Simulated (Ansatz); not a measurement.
Nudged elastic band run: CH$_{2}$FNSi

The input (input.yaml):

```yaml
crystal:
  periodic: [false, false, false]
  atoms:
    - { symbol: F, position_ang: [1.902368, -0.344522, -0.761657] }
    - { symbol: Si, position_ang: [0.27659, -0.197977, -0.62223] }
    - { symbol: C, position_ang: [-0.474747, 0.486884, 0.828635] }
    - { symbol: "N", position_ang: [-0.497033, -0.807014, 0.882193] }
    - { symbol: H, position_ang: [-0.330496, -0.410169, -1.951283] }
    - { symbol: H, position_ang: [-0.834581, 1.208798, 1.578242] }
magnetization:
  spin_polarized: true
basis:
  gaussian: { orbitals: cc-pVDZ }
hamiltonian:
  xc: pbe0
  dispersion: d4
neb:
  order_check: false
  images: 5
  f_tol: 0.05
  max_iterations: 60
  spring: 50.0
  final_atoms:
    - { symbol: F, position_ang: [2.13351974, -0.5227118, -0.21218165] }
    - { symbol: Si, position_ang: [1.10389911, 0.64376016, -0.84318869] }
    - { symbol: C, position_ang: [-0.30162785, 0.47532456, 0.50803148] }
    - { symbol: "N", position_ang: [-0.62082827, -0.28268071, -0.46996428] }
    - { symbol: H, position_ang: [-1.41581856, -0.92925573, -0.4849708] }
    - { symbol: H, position_ang: [-0.85704318, 0.55156353, 1.45617393] }
  initial_path:
    images:
      - { positions_ang: [[1.902368, -0.344522, -0.761657], [0.27659, -0.197977, -0.62223], [-0.474747, 0.486884, 0.828635], [-0.497033, -0.807014, 0.882193], [-0.330496, -0.410169, -1.951283], [-0.834581, 1.208798, 1.578242]] }
      - { positions_ang: [[1.91007029, -0.37633882, -0.73579851], [0.32826182, -0.04234176, -0.68404478], [-0.4760934, 0.47747703, 0.77383397], [-0.5228133, -0.78108687, 0.6784162], [-0.38116681, -0.49131248, -1.64877515], [-0.81615761, 1.14960291, 1.57026827]] }
      - { positions_ang: [[1.91777258, -0.40815565, -0.70994002], [0.37993363, 0.11329348, -0.74585955], [-0.47743979, 0.46807005, 0.71903294], [-0.54859359, -0.75515973, 0.47463941], [-0.43183761, -0.57245597, -1.34626731], [-0.79773422, 1.09040781, 1.56229454]] }
      - { positions_ang: [[1.92547487, -0.43997247, -0.68408153], [0.43160545, 0.26892872, -0.80767433], [-0.47878619, 0.45866308, 0.6642319], [-0.57437389, -0.7292326, 0.27086261], [-0.48250842, -0.65359945, -1.04375946], [-0.77931083, 1.03121272, 1.55432081]] }
      - { positions_ang: [[1.99482316, -0.46755225, -0.52678157], [0.65570334, 0.39387253, -0.81951245], [-0.41973341, 0.4642169, 0.6121651], [-0.58985868, -0.58038197, 0.02392032], [-0.7936118, -0.74548488, -0.85749657], [-0.80522162, 0.87132965, 1.52160518]] }
      - { positions_ang: [[2.06417145, -0.49513203, -0.36948161], [0.87980123, 0.51881635, -0.83135057], [-0.36068063, 0.46977073, 0.56009829], [-0.60534348, -0.43153134, -0.22302198], [-1.10471518, -0.83737031, -0.67123368], [-0.8311324, 0.71144659, 1.48888955]] }
      - { positions_ang: [[2.13351974, -0.5227118, -0.21218165], [1.10389911, 0.64376016, -0.84318869], [-0.30162785, 0.47532456, 0.50803148], [-0.62082827, -0.28268071, -0.46996428], [-1.41581856, -0.92925573, -0.4849708], [-0.85704318, 0.55156353, 1.45617393]] }
```

Command:

```bash
$ ansatz run input.yaml --threads 2 --pin off --max-ram 3072MiB --backend cpu --events-out ev --progress --plain --runs-dir out
```

Output, in part (warnings, iteration lines, the closing report on the highest movable image, with atoms numbered from 0):

```
NEB end point (image 0): max|allowed force component| = 9.188e-3 eV/Å (the criterion of neb.relax_end_points is 1.000e-2)
NEB end point (image 6): max|allowed force component| = 9.335e-3 eV/Å (the criterion of neb.relax_end_points is 1.000e-2)
NEB iter   1: max|band force component| = 1.454e1 eV/Å  barrier→ = 3.0059 eV  barrier← = 3.0663 eV  Δτ_max = 0.1993 Å  (225 SCF iters)
NEB iter   2: max|band force component| = 4.069e0 eV/Å  barrier→ = 1.9110 eV  barrier← = 1.9714 eV  Δτ_max = 0.1345 Å  (178 SCF iters)
NEB iter   3: max|band force component| = 2.185e0 eV/Å  barrier→ = 1.2015 eV  barrier← = 1.2619 eV  Δτ_max = 0.1972 Å  (176 SCF iters)
NEB iter   4: max|band force component| = 8.170e-1 eV/Å  barrier→ = 0.9184 eV  barrier← = 0.9788 eV  Δτ_max = 0.1492 Å  (181 SCF iters)
NEB iter   5: max|band force component| = 6.391e-1 eV/Å  barrier→ = 0.8293 eV  barrier← = 0.8897 eV  Δτ_max = 0.0658 Å  (175 SCF iters)
NEB iter   6: max|band force component| = 1.469e0 eV/Å  barrier→ = 0.8748 eV  barrier← = 0.9352 eV  CI = image 5  Δτ_max = 0.1981 Å  (182 SCF iters)
NEB iter   7: max|band force component| = 1.484e0 eV/Å  barrier→ = 0.9307 eV  barrier← = 0.9911 eV  CI = image 5  Δτ_max = 0.1898 Å  (182 SCF iters)
NEB iter   8: max|band force component| = 9.350e-1 eV/Å  barrier→ = 1.0590 eV  barrier← = 1.1194 eV  CI = image 5  Δτ_max = 0.1014 Å  (182 SCF iters)
NEB iter   9: max|band force component| = 3.739e-1 eV/Å  barrier→ = 1.0554 eV  barrier← = 1.1158 eV  CI = image 5  Δτ_max = 0.0261 Å  (179 SCF iters)
NEB iter  10: max|band force component| = 2.456e-1 eV/Å  barrier→ = 1.0446 eV  barrier← = 1.1050 eV  CI = image 5  Δτ_max = 0.0322 Å  (173 SCF iters)
NEB iter  11: max|band force component| = 1.549e-1 eV/Å  barrier→ = 1.0389 eV  barrier← = 1.0993 eV  CI = image 5  Δτ_max = 0.0213 Å  (172 SCF iters)
NEB iter  12: max|band force component| = 8.332e-2 eV/Å  barrier→ = 1.0367 eV  barrier← = 1.0971 eV  CI = image 5  Δτ_max = 0.0295 Å  (170 SCF iters)
NEB iter  13: max|band force component| = 6.807e-2 eV/Å  barrier→ = 1.0359 eV  barrier← = 1.0963 eV  CI = image 5  Δτ_max = 0.0143 Å  (175 SCF iters)
NEB iter  14: max|band force component| = 4.458e-2 eV/Å  barrier→ = 1.0358 eV  barrier← = 1.0963 eV  CI = image 5  Δτ_max = 0.0000 Å  (347 SCF iters)
Total energy: -13143.76248156 eV, -483.0243620351 hartree
Atom 0 at     2.075172    -0.463457    -0.272608 Å, force    -0.009231     0.007608    -0.003655 eV/Å
Atom 1 at     0.922849     0.593349    -0.888746 Å, force     0.006347    -0.007729     0.003650 eV/Å
Atom 2 at    -0.301108     0.496345     0.565235 Å, force     0.003267    -0.005080    -0.007591 eV/Å
Atom 3 at    -0.840477    -0.408259    -0.140258 Å, force     0.005179     0.009240     0.012692 eV/Å
Atom 4 at    -1.123629    -1.017927    -0.883263 Å, force    -0.002840    -0.007461    -0.012228 eV/Å
Atom 5 at    -0.690706     0.735949     1.573540 Å, force    -0.002723     0.003422     0.007131 eV/Å
Dipole moment:    -0.574029    -0.037530     0.081956 e Å
```

It converged. The profile has 2 maxima (images 2, 5) with wells between them (image 4): this band takes more than one step, which may be the mechanism or a detour left from its start path. Another band between the same ends (5 images) ends at a top of the same energy, where a vibrational analysis finds 1 clearly imaginary mode. The orbitals stay closed-shell, which can raise the energy where a bond breaks towards radicals; this wasn't checked here.

Final band (atoms are numbered from 1 in the order of the input):

| image | path coordinate (Å) | energy (eV) | Si2–H5 (Å) | N4–H5 (Å) |
| --- | --- | --- | --- | --- |
| 0 | 0.00 | 0.00 | 1.48 | 2.87 |
| 1 | 0.65 | 0.47 | 1.47 | 2.43 |
| 2 | 1.30 | 0.80 | 1.53 | 1.93 |
| 3 | 1.95 | 0.54 | 1.80 | 1.19 |
| 4 | 2.60 | 0.29 | 2.26 | 1.05 |
| 5 | 3.25 | 1.04 | 2.60 | 1.00 |
| 6 | 3.97 | -0.06 | 2.99 | 1.02 |

The run took 100 s on 2 threads of Intel(R) Xeon(R) Platinum 8488C (Sapphire Rapids), on a shared host, peak memory 0.2 GiB.
